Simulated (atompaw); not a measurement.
**u(r) = r·R(r): atom against pseudo-atom (iron (Fe))**

Columns: radius, all-electron u(r) and pseudo u(r) of the 4p shell (level -1.35 eV) of iron in the configuration [Ar] 3d6 4s2 4p0; PBE, non-relativistic, PAW (atompaw) scheme, atompaw 4.2.0.5.

```json
{"r (bohr)": "0.106", "all-electron": "0.0928", "pseudo": "0.0018"}
{"r (bohr)": "0.212", "all-electron": "0.0712", "pseudo": "0.0071"}
{"r (bohr)": "0.317", "all-electron": "-0.0234", "pseudo": "0.0157"}
{"r (bohr)": "0.423", "all-electron": "-0.1105", "pseudo": "0.0276"}
{"r (bohr)": "0.529", "all-electron": "-0.1605", "pseudo": "0.0425"}
{"r (bohr)": "0.635", "all-electron": "-0.1729", "pseudo": "0.0601"}
{"r (bohr)": "0.740", "all-electron": "-0.1566", "pseudo": "0.0798"}
{"r (bohr)": "0.846", "all-electron": "-0.1213", "pseudo": "0.1017"}
{"r (bohr)": "0.952", "all-electron": "-0.0752", "pseudo": "0.1251"}
{"r (bohr)": "1.058", "all-electron": "-0.0239", "pseudo": "0.1496"}
{"r (bohr)": "1.163", "all-electron": "0.0282", "pseudo": "0.1747"}
{"r (bohr)": "1.269", "all-electron": "0.0797", "pseudo": "0.2003"}
{"r (bohr)": "1.375", "all-electron": "0.1288", "pseudo": "0.2260"}
{"r (bohr)": "1.481", "all-electron": "0.1747", "pseudo": "0.2514"}
{"r (bohr)": "1.587", "all-electron": "0.2170", "pseudo": "0.2762"}
{"r (bohr)": "1.692", "all-electron": "0.2553", "pseudo": "0.3000"}
{"r (bohr)": "1.798", "all-electron": "0.2902", "pseudo": "0.3230"}
{"r (bohr)": "1.904", "all-electron": "0.3217", "pseudo": "0.3449"}
{"r (bohr)": "2.010", "all-electron": "0.3497", "pseudo": "0.3655"}
{"r (bohr)": "2.115", "all-electron": "0.3744", "pseudo": "0.3845"}
{"r (bohr)": "2.221", "all-electron": "0.3963", "pseudo": "0.4023"}
{"r (bohr)": "2.327", "all-electron": "0.4154", "pseudo": "0.4186"}
{"r (bohr)": "2.433", "all-electron": "0.4319", "pseudo": "0.4333"}
{"r (bohr)": "2.538", "all-electron": "0.4458", "pseudo": "0.4463"}
{"r (bohr)": "2.644", "all-electron": "0.4576", "pseudo": "0.4576"}
{"r (bohr)": "2.750", "all-electron": "0.4672", "pseudo": "0.4672"}
```

How many radial nodes do the two functions have?

The all-electron 4p function has n − l − 1 = 2; the pseudo-wave has 0, since the states of the same l below it are removed with the core.

Is the pseudo-wave norm-conserving?

No, it belongs to a PAW set: the norm inside the radius is not constrained, and the difference is carried by the augmentation charge.
